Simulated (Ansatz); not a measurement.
Compare A (`B[Se]CC`) with its isomer B (`BC(C)[SeH]`).

Computed with Ansatz on PBE0-D4/def2-TZVP structures; ΔE is electronic, products minus reactants. CCSD(T)/CBS adds triple-zeta CCSD(T) − MP2 to the extrapolated MP2 energy (def2 sets, frozen cores). DFT in def2-TZVPP. B3LYP here is the variant with VWN-RPA as its local correlation; programs differ in this. For Se outer-core shells are correlated without core-valence functions, which leaves a few kJ/mol of doubt a bond. Scalar relativity is left out up to krypton. Each species was taken in one conformer, which may not be the lowest.

Q: Which is lower in electronic energy at CCSD(T)/CBS, and by how much? (Best estimate.)

A: Computed: A, by 24.6 kcal/mol.

Q: Give E(B) − E(A) in kcal/mol with PBE-D4, ωB97M-V, B2PLYP, PBE0-D4, B3LYP, r2SCAN-D4, CCSD/def2-TZVPP. (Best estimate.)

A: Computed: PBE-D4 25.5, ωB97M-V 23.0, B2PLYP 24.6, PBE0-D4 24.6, B3LYP 24.2, r2SCAN-D4 25.2, CCSD/def2-TZVPP 23.8. None reverses the order clearly.

Largest T1 diagnostic: 0.012.

In def2-TZVPP, CCSD(T) changes the Hartree–Fock value by +2.9 kcal/mol (the triples alone add +0.8 kcal/mol) and MP2 by +3.4 kcal/mol. From PBE to PBE0 (25 % exact exchange), in def2-TZVPP and without D4, E(B) − E(A) moves by −0.9 kcal/mol.
